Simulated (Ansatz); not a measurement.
System: C4H10Si2 (charge 0, singlet). 
Geometry from a B3LYP-D3(BJ)/def2-TZVP (Ansatz, a program for electronic structure) optimisation:
```xyz
16

Si     2.6772     0.9986     0.0040
C      2.0855    -0.8017     0.0689
C      0.6626    -0.8839    -0.2042
C     -0.5168    -0.8927    -0.4451
C     -1.9490    -0.8606    -0.6764
Si    -2.7895     0.3699     0.4961
H      4.1331     1.0538     0.2856
H      1.9533     1.7966     1.0185
H      2.4200     1.5603    -1.3409
H      2.6602    -1.3889    -0.6541
H      2.3156    -1.2084     1.0585
H     -2.3943    -1.8495    -0.5294
H     -2.1700    -0.5660    -1.7070
H     -4.2510     0.3824     0.2393
H     -2.2425     1.7260     0.2689
H     -2.5455    -0.0317     1.8995
```

Computed values are from Ansatz. Valence correlation only, unless marked. Open shells are spin-unrestricted. No spin-orbit coupling. No relativistic terms. CBS marks a two-point X^-3 extrapolation of the correlation energy; Hartree-Fock from the larger set.

### Question
What is the total energy at CCSD(T)/CBS(cc-pV(T+d)Z,cc-pV(Q+d)Z)?

### Answer
-736.3014 Eh.

### Question
What is the dipole moment at CCSD(T)/aug-cc-pV(D+d)Z?

### Answer
0.66 D.

### Question
What is the atomisation energy De at CCSD(T)/CBS(cc-pV(T+d)Z,cc-pV(Q+d)Z)?

### Answer
1421.2 kcal/mol.

### Question
What is the T1 diagnostic at CCSD/cc-pV(Q+d)Z?

### Answer
0.012.
